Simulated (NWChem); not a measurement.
Everything below was run with NWChem. System: germanium monotelluride (GeTe), charge 0, spin multiplicity 1, at a geometry optimised with B3LYP/def2-SVP with def2 effective core potentials on Te. Level: TD-B3LYP/def2-SVPD with def2 effective core potentials on Te, VWN1-RPA local correlation.

Part of the output:

```
             Northwest Computational Chemistry Package (NWChem) 7.3.0
             --------------------------------------------------------

                                NWChem Input Module
                                -------------------

 Scaling coordinates for geometry "geometry" by  1.889725989
 (inverse scale =  0.529177249)

 Turning off AUTOSYM since
 SYMMETRY directive was detected!

                             Geometry "geometry" -> ""
                             -------------------------

 Output coordinates in angstroms (scale by  1.889725989 to convert to a.u.)

  No.       Tag          Charge          X              Y              Z
 ---- ---------------- ---------- -------------- -------------- --------------
    1 Ge                  32.0000     0.00000000     0.00000000     1.46489600
    2 Te                  52.0000     0.00000000     0.00000000    -0.90147400

 Effective nuclear repulsion energy (a.u.)     372.1104232793

            Nuclear Dipole moment (a.u.)
            ----------------------------
        X                 Y               Z
 ---------------- ---------------- ----------------
     0.0000000000     0.0000000000     0.0000453534

      Symmetry information
      --------------------

 Group name             C2v
 Group number             16
 Group order               4
 No. of unique centers     2

      Symmetry unique atoms

     1    2


 Summary of "ao basis" -> "" (spherical)
 ------------------------------------------------------------------------------
       Tag                 Description            Shells   Functions and Types
 ---------------- ------------------------------  ------  ---------------------
 *                         def2-svpd                  on all atoms

                                 NWChem DFT Module
                                 -----------------

 Summary of "ao basis" -> "ao basis" (spherical)
 ------------------------------------------------------------------------------
       Tag                 Description            Shells   Functions and Types
 ---------------- ------------------------------  ------  ---------------------
 Ge                        def2-svpd                14       38   6s4p4d
 Te                        def2-svpd                13       35   5s5p3d

 Summary of "ao basis" -> "ao basis" (spherical)
 ------------------------------------------------------------------------------
       Tag                 Description            Shells   Functions and Types
 ---------------- ------------------------------  ------  ---------------------
 Ge                        def2-svpd                14       38   6s4p4d
 Te                        def2-svpd                13       35   5s5p3d

      Symmetry analysis of basis
      --------------------------

        a1         34
        a2          7
        b1         16
        b2         16

            General Information
            -------------------
          SCF calculation type: DFT
          Wavefunction type:  closed shell.
          No. of atoms     :     2
          No. of electrons :    56
           Alpha electrons :    28
            Beta electrons :    28
          Charge           :     0
          Spin multiplicity:     1
          Use of symmetry is: off; symmetry adaption is: on
          Maximum number of iterations: 100
          AO basis - number of functions:    73
                     number of shells:    27
          Convergence on energy requested:  1.00D-06
          Convergence on density requested:  1.00D-05
          Convergence on gradient requested:  5.00D-04

              XC Information
              --------------
                         B3LYP Method XC Potential
                     Hartree-Fock (Exact) Exchange  0.200
                        Slater Exchange Functional  0.800 local
                    Becke 1988 Exchange Functional  0.720 non-local
              Lee-Yang-Parr Correlation Functional  0.810
                  VWN I RPA Correlation Functional  0.190 local

             Grid Information
             ----------------
          Grid used for XC integration:  medium
          Radial quadrature: Mura-Knowles
          Angular quadrature: Lebedev.
[...]
    3     30       0     0.18E-01   0.33E-02       14.9
    4     42       1     0.50E-02   0.19E-03       14.7
    5     52       3     0.19E-02   0.12E-04       11.6
    6     58       5     0.46E-03   0.10E-05       10.4
    7     60       5     0.14E-03   0.60E-07        9.2
    8     62       6     0.50E-04   0.51E-08        8.8
  ----  ------  ------  ---------  ---------  ---------
  Convergence criterion met

  Ground state a1      -2344.931387461793 a.u.

  ----------------------------------------------------------------------------
  Root   1 singlet a2             0.101034215 a.u.                2.7493 eV
  ----------------------------------------------------------------------------
     Transition Moments    X  0.00000   Y -0.00000   Z -0.00000
     Transition Moments   XX  0.00000  XY -0.00000  XZ  0.00000
     Transition Moments   YY  0.00000  YZ -0.00000  ZZ -0.00000
     Dipole Oscillator Strength                    0.0000000000
     Electric Quadrupole                           0.0000000000
     Magnetic Dipole                               0.0000000000
     Total Oscillator Strength                     0.0000000000

          sigma_e =   2.0536 Angstrom
          sigma_h =   1.7582 Angstrom
         |d_h->e| =   1.0951 Angstrom
            d_exc =   2.9168 Angstrom
            d_CD1 =   1.3905 Angstrom
            d_CD2 =  -0.8108 Angstrom
            d_CD3 =   4.0119 Angstrom
     Pearson C.C. =   0.0000

     Occ.   27  b2  ---  Virt.   30  b1  -0.70740 X
     Occ.   28  b1  ---  Virt.   29  b2   0.70740 X
  ----------------------------------------------------------------------------
  Root   2 singlet a1             0.111616187 a.u.                3.0372 eV
  ----------------------------------------------------------------------------
     Transition Moments    X  0.00000   Y -0.00000   Z -0.00000
     Transition Moments   XX  0.13488  XY -0.00000  XZ -0.00000
     Transition Moments   YY -0.13488  YZ  0.00000  ZZ  0.00000
     Dipole Oscillator Strength                    0.0000000000
     Electric Quadrupole                           0.0000000001
     Magnetic Dipole                               0.0000000000
     Total Oscillator Strength                     0.0000000001

          sigma_e =   2.0803 Angstrom
          sigma_h =   1.7584 Angstrom
         |d_h->e| =   1.0948 Angstrom
            d_exc =   2.9389 Angstrom
            d_CD1 =   1.4167 Angstrom
            d_CD2 =  -0.8245 Angstrom
            d_CD3 =   4.0337 Angstrom
     Pearson C.C. =  -0.0027

     Occ.   27  b2  ---  Virt.   29  b2   0.70700 X
     Occ.   28  b1  ---  Virt.   30  b1  -0.70700 X
  ----------------------------------------------------------------------------
  Root   3 singlet a2             0.111616189 a.u.                3.0372 eV
  ----------------------------------------------------------------------------
     Transition Moments    X  0.00000   Y  0.00000   Z -0.00000
     Transition Moments   XX  0.00000  XY  0.13488  XZ -0.00000
     Transition Moments   YY -0.00000  YZ -0.00000  ZZ  0.00000
     Dipole Oscillator Strength                    0.0000000000
     Electric Quadrupole                           0.0000000001
     Magnetic Dipole                               0.0000000000
     Total Oscillator Strength                     0.0000000001

          sigma_e =   2.0803 Angstrom
          sigma_h =   1.7584 Angstrom
         |d_h->e| =   1.0948 Angstrom
            d_exc =   2.9389 Angstrom
            d_CD1 =   1.4167 Angstrom
            d_CD2 =  -0.8245 Angstrom
            d_CD3 =   4.0337 Angstrom
     Pearson C.C. =  -0.0027

     Occ.   27  b2  ---  Virt.   30  b1  -0.70700 X
     Occ.   28  b1  ---  Virt.   29  b2  -0.70700 X
  ----------------------------------------------------------------------------
  Root   4 singlet b2             0.124602424 a.u.                3.3906 eV
  ----------------------------------------------------------------------------
     Transition Moments    X -0.03187   Y  0.20335   Z -0.00000
     Transition Moments   XX -0.00000  XY -0.00000  XZ -0.53240
     Transition Moments   YY -0.00000  YZ  3.39691  ZZ  0.00000
     Dipole Oscillator Strength                    0.0035193966
     Electric Quadrupole                           0.0000001218
     Magnetic Dipole                               0.0000041584
     Total Oscillator Strength                     0.0035236767

          sigma_e =   2.0459 Angstrom
          sigma_h =   2.0243 Angstrom
         |d_h->e| =   0.5396 Angstrom
            d_exc =   2.9487 Angstrom
            d_CD1 =   0.5612 Angstrom
            d_CD2 =  -1.4954 Angstrom
            d_CD3 =   3.4884 Angstrom
     Pearson C.C. =  -0.0146

     Occ.   26  a1  ---  Virt.   29  b2   0.98738 X
     Occ.   26  a1  ---  Virt.   29  b2  -0.05815 Y
     Occ.   26  a1  ---  Virt.   30  b1  -0.15475 X
  ----------------------------------------------------------------------------
  Root   5 singlet b1             0.124602424 a.u.                3.3906 eV
  ----------------------------------------------------------------------------
     Transition Moments    X  0.20335   Y  0.03187   Z -0.00000
     Transition Moments   XX -0.00000  XY -0.00000  XZ  3.39691
     Transition Moments   YY -0.00000  YZ  0.53240  ZZ  0.00000
     Dipole Oscillator Strength                    0.0035193966
     Electric Quadrupole                           0.0000001218
     Magnetic Dipole                               0.0000041584
     Total Oscillator Strength                     0.0035236767

          sigma_e =   2.0459 Angstrom
          sigma_h =   2.0243 Angstrom
         |d_h->e| =   0.5396 Angstrom
            d_exc =   2.9487 Angstrom
            d_CD1 =   0.5612 Angstrom
            d_CD2 =  -1.4954 Angstrom
            d_CD3 =   3.4884 Angstrom
     Pearson C.C. =  -0.0146

     Occ.   26  a1  ---  Virt.   29  b2   0.15475 X
     Occ.   26  a1  ---  Virt.   30  b1   0.98738 X
     Occ.   26  a1  ---  Virt.   30  b1  -0.05815 Y
  ----------------------------------------------------------------------------
  Root   6 singlet a1             0.166779735 a.u.                4.5383 eV
  ----------------------------------------------------------------------------
     Transition Moments    X  0.00000   Y  0.00000   Z  1.03558
     Transition Moments   XX -0.05041  XY -0.00000  XZ -0.00000
     Transition Moments   YY -0.05041  YZ -0.00000  ZZ  0.30476
     Dipole Oscillator Strength                    0.1192394690
     Electric Quadrupole                           0.0000000010
     Magnetic Dipole                               0.0000000000
     Total Oscillator Strength                     0.1192394700

          sigma_e =   2.3517 Angstrom
          sigma_h =   1.8466 Angstrom
         |d_h->e| =   0.8655 Angstrom
            d_exc =   3.1659 Angstrom
            d_CD1 =   1.3706 Angstrom
            d_CD2 =  -1.2337 Angstrom
            d_CD3 =   4.0314 Angstrom
     Pearson C.C. =  -0.0383

     Occ.   26  a1  ---  Virt.   31  a1  -0.39870 X
     Occ.   26  a1  ---  Virt.   31  a1  -0.05634 Y
     Occ.   26  a1  ---  Virt.   35  a1  -0.10358 X
     Occ.   26  a1  ---  Virt.   38  a1   0.12209 X
     Occ.   26  a1  ---  Virt.   46  a1  -0.05776 X
     Occ.   27  b2  ---  Virt.   29  b2  -0.64951 X
     Occ.   27  b2  ---  Virt.   29  b2   0.13641 Y
     Occ.   28  b1  ---  Virt.   30  b1  -0.64951 X
     Occ.   28  b1  ---  Virt.   30  b1   0.13641 Y

              Target root =      1
          Target symmetry = none
      Ground state energy =  -2344.931387461793
        Excitation energy =      0.101034214802
     Excited state energy =  -2344.830353246991

  stored tddft:energy   -2344.8303532469913

 Task  times  cpu:       99.4s     wall:       99.4s

 Total times  cpu:       99.4s     wall:       99.4s
```

Question: Write an NWChem input that would produce this output.

Answer: This is not unique; one that fits is 
```
start mol
memory heap 200 mb stack 900 mb global 1100 mb
geometry units angstroms nocenter noautoz
  Ge     0.000000     0.000000     1.464896
  Te     0.000000     0.000000    -0.901474
  symmetry group C2v
end
basis spherical
  * library def2-svpd
end
ecp
  Te library def2-ecp
end
dft
  xc b3lyp
  semidirect memsize 60000000 filesize 0
  iterations 100
end
tddft
  rpa
  nroots 6
  notriplet
  thresh 1e-4
end
task tddft energy
```
